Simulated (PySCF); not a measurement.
HgBr2, SMILES [Br][Hg][Br].

Coordinates come from a PBE0-D3(BJ)/def2-SVP optimisation. The isomer is the one that the SMILES or the coordinates give; other isomers of the formula were not compared. The def2 effective core potentials stand for the cores of Hg; spin–orbit coupling is left out.

Computed with TDA-CAM-B3LYP/def2-SVPD (PySCF 2.14.0).

Vertical excitations; the highest root listed may be one member of a degenerate set. The molecule is in vacuum. State labels are in the subgroup D2h.

```json
[
 {"state": "S1", "symmetry": "B2g", "energy (eV)": "4.58", "λ (nm)": "271", "f": "0.000", "main pairs": "HOMO−1→LUMO (degenerate set)"},
 {"state": "S2", "symmetry": "B3g", "energy (eV)": "4.58", "λ (nm)": "271", "f": "0.000", "main pairs": "HOMO→LUMO (degenerate set)"},
 {"state": "S3", "symmetry": "B3u", "energy (eV)": "5.14", "λ (nm)": "241", "f": "0.018", "main pairs": "HOMO−2→LUMO (degenerate set)"},
 {"state": "S4", "symmetry": "B2u", "energy (eV)": "5.14", "λ (nm)": "241", "f": "0.018", "main pairs": "HOMO−3→LUMO (degenerate set)"},
 {"state": "S5", "symmetry": "B1u", "energy (eV)": "6.38", "λ (nm)": "194", "f": "0.197", "main pairs": "HOMO−4→LUMO 51 %, HOMO−1→LUMO+2 24 %, HOMO→LUMO+1 24 %"},
 {"state": "S6", "symmetry": "Au", "energy (eV)": "6.73", "λ (nm)": "184", "f": "0.000", "main pairs": "HOMO−1→LUMO+1 49 %, HOMO→LUMO+2 49 %"},
 {"state": "S7", "symmetry": "B1u", "energy (eV)": "6.76", "λ (nm)": "184", "f": "0.000", "main pairs": "HOMO→LUMO+1, HOMO−1→LUMO+2 (degenerate set)"},
 {"state": "S8", "symmetry": "Au", "energy (eV)": "6.76", "λ (nm)": "184", "f": "0.000", "main pairs": "HOMO→LUMO+2, HOMO−1→LUMO+1 (degenerate set)"},
 {"state": "S9", "symmetry": "Ag", "energy (eV)": "7.16", "λ (nm)": "173", "f": "0.000", "main pairs": "HOMO−5→LUMO 60 %, HOMO−2→LUMO+2 19 %, HOMO−3→LUMO+1 19 %"},
 {"state": "S10", "symmetry": "B1g", "energy (eV)": "7.27", "λ (nm)": "170", "f": "0.000", "main pairs": "HOMO−2→LUMO+1 49 %, HOMO−3→LUMO+2 49 %"},
 {"state": "T1", "symmetry": "B2g", "energy (eV)": "4.14", "λ (nm)": "300", "f": "0", "main pairs": "HOMO−1→LUMO (degenerate set)"},
 {"state": "T2", "symmetry": "B3g", "energy (eV)": "4.14", "λ (nm)": "300", "f": "0", "main pairs": "HOMO→LUMO (degenerate set)"},
 {"state": "T3", "symmetry": "B3u", "energy (eV)": "4.68", "λ (nm)": "265", "f": "0", "main pairs": "HOMO−2→LUMO (degenerate set)"},
 {"state": "T4", "symmetry": "B2u", "energy (eV)": "4.68", "λ (nm)": "265", "f": "0", "main pairs": "HOMO−3→LUMO (degenerate set)"}
]
```
Triplets are in the Tamm–Dancoff approximation.
